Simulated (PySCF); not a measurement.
Values are calculated unless marked as measured or tabulated.
# C2H5Cl2OSi

The system: C2H5Cl2OSi, a small molecule (built as: C site whose three back bonds go to OSiH3, Cl, Cl; end group CH2); neutral, doublet. The structure, one conformer, was relaxed in the gas phase by PBE0-D3(BJ)/def2-SVP. No frequency run checks that it is a minimum.

SMILES: [CH2]C(Cl)(Cl)O[SiH3]

Coordinates in Å:
```
C1     -0.598   -0.395    0.409
O2      0.547   -0.185   -0.257
Si3     1.150    1.267   -0.904
Cl4    -0.699    0.688    1.889
Cl5    -2.046    0.065   -0.627
C6     -0.746   -1.791    0.830
H7      2.423    0.847   -1.542
H8      0.201    1.816   -1.909
H9      1.398    2.250    0.183
H10     0.030   -2.501    0.544
H11    -1.628   -2.090    1.393
```

EPR values by unrestricted B3LYP, IGLO-III on C Cl O Si, pcH-1 on H.

(1) Predict g and the largest hyperfine couplings. Where does the spin sit?

(2) How do the isotropic couplings move with BHandHLYP?

## Answers

(1) g = 1.9973, 2.0026, 2.0042. The spin sits on C6 (102 %, bonded to 1 C + 2 H) by Mulliken populations.
```
atom  isotope  isotropic (MHz)  dipolar, principal values (MHz)
  C6      13C             82.1              -78.9, -78.1, 157.0
 H10       1H            -66.2                -37.5, -1.1, 38.7
 H11       1H            -63.2                -36.8, -2.2, 39.0
 Cl5     35Cl             22.9               -16.5, -15.3, 31.8
 Cl4     35Cl             21.0               -15.0, -14.0, 29.0
  C1      13C            -39.7                  -2.0, -1.3, 3.3
```

(2) C6 82.1 to 109.4 MHz, H10 -66.2 to -79.7 MHz, H11 -63.2 to -75.5 MHz, Cl5 22.9 to 24.2 MHz.

The 2 runs behind this took 4.7 min in all, one thread each of Arm Neoverse N1 on a shared host, launched as `OMP_NUM_THREADS=1 python cluster_run.py task.json out`.
